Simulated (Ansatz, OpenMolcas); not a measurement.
**Heat of formation of SiF4 (silicon tetrafluoride) from total energies**

SiF4 has 5 atoms, charge 0, and is taken as a singlet. SMILES: `F[Si](F)(F)F`. The shape is that of a PBE0-D4/def2-TZVP optimisation.

Total energies at HF/3-21G (OpenMolcas 26.06); the atoms run unrestricted:

| species | state | energy (Eh) |
| --- | --- | --- |
| SiF4 | singlet | -683.270154 |
| F | doublet | -98.845009 |
| Si | triplet | -287.344431 |

Harmonic wavenumbers at PBE0-D4/def2-TZVP, in cm⁻¹: 258, 258, 381, 381, 381, 796, 1033, 1034, 1034.

Measured heats of formation of the gaseous atoms at 298.15 K, in kJ/mol: F 79.4, Si 450.0. Spin-orbit lowering of the atoms at 298 K (mean of the ground term's levels less their thermal mean, from spectra), in kJ/mol: F 1.29, Si 0.44. Take 1 Eh = 2625.50 kJ/mol, 1 cm⁻¹ = 0.0119627 kJ/mol, RT = 2.479 kJ/mol.

Problem. Work out the heat of formation of the gas at 298 K.

Solution. 
1. Electronic atomisation energy: 4 × (-98.845009) + (-287.344431) − (-683.270154) = 0.545687 Eh = 1432.7 kJ/mol.
2. Zero-point energy: half the sum of the wavenumbers, 2778 cm⁻¹ = 33.2 kJ/mol.
3. Thermal vibrational enthalpy, Σ hcν̃/(exp(hcν̃/kT) − 1): 5.5 kJ/mol. Translation, rotation and pV of a non-linear molecule: 4 RT = 9.9 kJ/mol.
4. The 5 free atoms carry 5/2 RT each: 31.0 kJ/mol.
5. Spin-orbit coupling lowers the free atoms by 4 × 1.29 + 0.44 = 5.6 kJ/mol.
6. Atomisation enthalpy at 298 K: 1432.7 − 5.6 − 33.2 − 5.5 − 9.9 + 31.0 = 1409.5 kJ/mol.
7. Sum of the atoms' heats of formation: 767.6 kJ/mol. Heat of formation: 767.6 − 1409.5 = -641.9 kJ/mol.

The tabulated value is -1614.9 kJ/mol (NIST-JANAF tables; in doubt: the best levels miss it by far, so the table may be at fault), so this level is off by +973.0 kJ/mol, or 40.8 % of the atomisation enthalpy that the table implies (2382.4 kJ/mol). Hartree–Fock leaves out correlation, which is larger in the molecule than in the atoms, so it underbinds and puts the heat of formation too high. A basis without polarisation functions underbinds badly. Anharmonicity and any spin-orbit splitting of the molecule are left out.
